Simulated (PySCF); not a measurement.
Calculation: PBE-D3(BJ)/def2-TZVP // r2SCAN-D4/def2-SVP (PySCF). Gas-phase values, no solvent. One relaxed conformer stands for a flexible species; it need not be the lowest. 

Reference species: [Hf(OH)(SH)3] (neutral, multiplicity 1).

```
Item                                                            Result
------------------------------------------------------------  --------
mean distance from the central atom to its bonded neighbours   2.315 Å
LUMO                                                          -2.33 eV
HOMO                                                          -6.30 eV
```

Changed species: [Hf(OH)3(SH)] (1 of 4 OH replaced by SH; the reference has 3 of 4 OH replaced by SH).

Q: Predict the effect on the mean distance from the central atom to its bonded neighbours, LUMO and HOMO.

A: the mean distance from the central atom to its bonded neighbours falls by 0.250 Å, to 2.065 Å; the LUMO increases by 1.41 eV, to -0.92 eV; the HOMO rises by 0.60 eV, to -5.70 eV.
